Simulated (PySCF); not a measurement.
## Electric field gradients and quadrupole coupling constants

Compound: C₅H₁₀O₂SSi₂.
Cartesian coordinates in Å at the GFN2-xTB level; atoms count from 1:
```
atom  x, y, z in Å
C1     4.2258   -0.3241   -0.7833
C2     3.1124   -0.1778   -0.3641
C3     1.7750   -0.0167    0.1180
Si4    0.4975    0.8738   -1.0220
C5    -0.6991   -0.5671   -0.6243
S6    -1.6849    0.0123    0.7121
C7    -3.0014    1.0402   -0.0184
O8    -2.3218   -1.0816    1.3975
O9    -0.8384    0.8759    1.5029
Si10   0.6605   -1.5975    0.2565
H11    5.2045   -0.4458   -1.1395
H12    1.8139    0.4899    1.0857
H13    0.8217    0.8066   -2.4529
H14    0.0786    2.2283   -0.6773
H15   -1.3573   -1.0193   -1.3540
H16   -3.5660    1.4750    0.7971
H17   -2.5382    1.8124   -0.6185
H18   -3.6373    0.4007   -0.6170
H19    1.0537   -2.7003   -0.6273
H20    0.3956   -2.0742    1.6063
```

Field gradients from the PBE0/pcSseg-1 density (PySCF, non-relativistic), principal values in atomic units, ordered |Vxx| ≤ |Vyy| ≤ |Vzz|:

```tsv
atom	Vxx	Vyy	Vzz
S6	-0.0344	-0.1147	0.1492
O8	-0.6218	-0.7231	1.3449
O9	-0.6439	-0.7090	1.3530
```

Task: Find the asymmetry η = (Vxx − Vyy)/Vzz and the couplings χ = eQV/h (234.96 MHz × Q in barn × V in au), with Q(33S) = −0.0678 b, Q(17O) = −0.0256 b.

Result: 
```tsv
atom	environment	nucleus	η	χzz (MHz)	χxx (MHz)	χyy (MHz)
S6	sulfonyl sulfur	33S	0.54	-2.376	0.549	1.828
O8	sulfonyl oxygen	17O	0.08	-8.09	3.74	4.35
O9	sulfonyl oxygen	17O	0.05	-8.14	3.87	4.26
```

Task: What is Vzz at O8 in SI units (1 au = 9.71736 × 10²¹ V/m²)?

Result: 1.3449 au = 13.069 × 10²¹ V/m².

Task: And the gradient at the other heavy atoms, for which no coupling is worked out here?

Result: 
```json
{"atom": "C1", "environment": "terminal alkyne carbon", "Vzz (au)": "-0.243", "η": "0.08"}
{"atom": "C2", "environment": "alkyne carbon", "Vzz (au)": "-0.288", "η": "0.02"}
{"atom": "C3", "environment": "sp3 carbon bound to silicon", "Vzz (au)": "-0.091", "η": "0.84"}
{"atom": "Si4", "environment": "SiH2 silicon", "Vzz (au)": "0.413", "η": "0.48"}
{"atom": "C5", "environment": "sp3 carbon bound to sulfur", "Vzz (au)": "0.220", "η": "0.11"}
{"atom": "C7", "environment": "S-methyl carbon", "Vzz (au)": "0.229", "η": "0.05"}
{"atom": "Si10", "environment": "SiH2 silicon", "Vzz (au)": "0.484", "η": "0.63"}
```

Task: What couplings would deuterons (Q(2H) = 0.00286 b) have in place of the hydrogens, at this geometry?

Result: 
| atom | bonded to | bond length (Å) | Vzz (au) | η | χzz (kHz) |
| --- | --- | --- | --- | --- | --- |
| H11 | C1 | 1.049 | 0.4000 | 0.00 | 269 |
| H12 | C3 | 1.093 | 0.3088 | 0.03 | 208 |
| H13 | Si4 | 1.469 | 0.1571 | 0.01 | 106 |
| H14 | Si4 | 1.459 | 0.1643 | 0.07 | 110 |
| H15 | C5 | 1.082 | 0.3331 | 0.06 | 224 |
| H16 | C7 | 1.083 | 0.3183 | 0.04 | 214 |
| H17 | C7 | 1.082 | 0.3190 | 0.04 | 214 |
| H18 | C7 | 1.082 | 0.3189 | 0.04 | 214 |
| H19 | Si10 | 1.467 | 0.1585 | 0.01 | 106 |
| H20 | Si10 | 1.456 | 0.1648 | 0.01 | 111 |

Isolated species at its GFN2-xTB geometry (one conformer only). GFN2-xTB bond lengths can be off by several hundredths of an ångström, more for odd bonds, and the gradients follow them. The basis is small and wasn't made for field gradients, so the couplings can be 20 % off.

These values come from a run that also computed NMR shieldings. The run took 2.2 min (with the writing of density and orbital grids) on one thread of an Arm Neoverse N1, shared host with 64 logical CPUs at a one-minute load of 60, and the process peaked at 1.1 GiB of memory.
